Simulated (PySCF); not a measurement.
Two-component Hartree-Fock for S¹¹⁺ (sulfur, charge +11)

Start: [He] 2s2 2p1; 2p1/2 filled at m_j = +1/2. Calculated with PySCF 2.14 in an uncontracted even-tempered set (18 s from 1.7 bohr⁻², ratio 2.4; 11 p from 2.2 bohr⁻², ratio 2.4; 5 d from 8.3 bohr⁻², ratio 2.6; 5 f from 12 bohr⁻², ratio 2.6): generalised Hartree-Fock with the X2C-1e Hamiltonian and a Gaussian nucleus; one run each with spin-orbit coupling (SO) switched off, then screened by Boettger's factors.

| spinor shell | electrons | ε, spin-free (eV) | ε, screened SO (eV) | weight of nominal j (screened SO) | rms radius, screened SO (bohr) |
| --- | --- | --- | --- | --- | --- |
| 1s1/2 | 2 | -2981.5 | -2981.3 | 1.000 | 0.111 |
| 2s1/2 | 2 | -591.69 | -591.62 | 1.000 | 0.457 |
| 2p1/2 | 1 | -565.04 | -566.16 | 0.998 | 0.402 |

```
   quantity   spin-free  screened SO
E (hartree)  -317.40500   -317.44683
        M_J         1/2          1/2
       ⟨J²⟩       1.113        0.756
       ⟨L²⟩       2.002        2.001
       ⟨S²⟩       0.751        0.750
```

Each row is a mean over spinors that exchange with the open shell spreads, by up to 3.064 eV (2s1/2).

Without spin-orbit coupling the j labels of p, d and f shells carry no meaning; the spin-free column gives the mean over the occupied spinors of each nl shell, and its ⟨J²⟩ belongs to a mixture of degenerate components.
